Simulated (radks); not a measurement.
Trend from Be2+ to Ne2+: ionisation energy by Delta-SCF between NIST ground configurations, and size. Method: scalar-relativistic Kohn-Sham, PBE, spin-unpolarised, spherical densities, finite nucleus; Fermi nuclear charge, rms radius of each element as measured or else 0.836 A^(1/3) + 0.57 fm; computed with a radial shooting solver on a logarithmic mesh with Libxc functionals.

species  configuration  configuration of the ion  IE (eV)  NIST (eV)       kind
Be2+              [He]                       1s1   158.78     153.90     theory
B2+           [He] 2s1                      [He]   37.495     37.931       exp.
C2+           [He] 2s2                  [He] 2s1   48.194     47.888       exp.
N2+       [He] 2s2 2p1                  [He] 2s2   47.082     47.445  semi-emp.
O2+       [He] 2s2 2p2              [He] 2s2 2p1   53.869     54.936  semi-emp.
F2+       [He] 2s2 2p3              [He] 2s2 2p2   60.637     62.708  semi-emp.
Ne2+      [He] 2s2 2p4              [He] 2s2 2p3   67.430     63.423       exp.

Reference values: NIST Atomic Spectra Database (exp. = measured, semi-emp. = semi-empirical, theory = theoretical value adopted there). Spin polarisation and multiplet splitting are left out, so open shells lie too high by an amount that depends on their filling.

Beside tabulated values, note that spin-unpolarised runs miss the spin-polarisation part of the exchange energy of open shells.
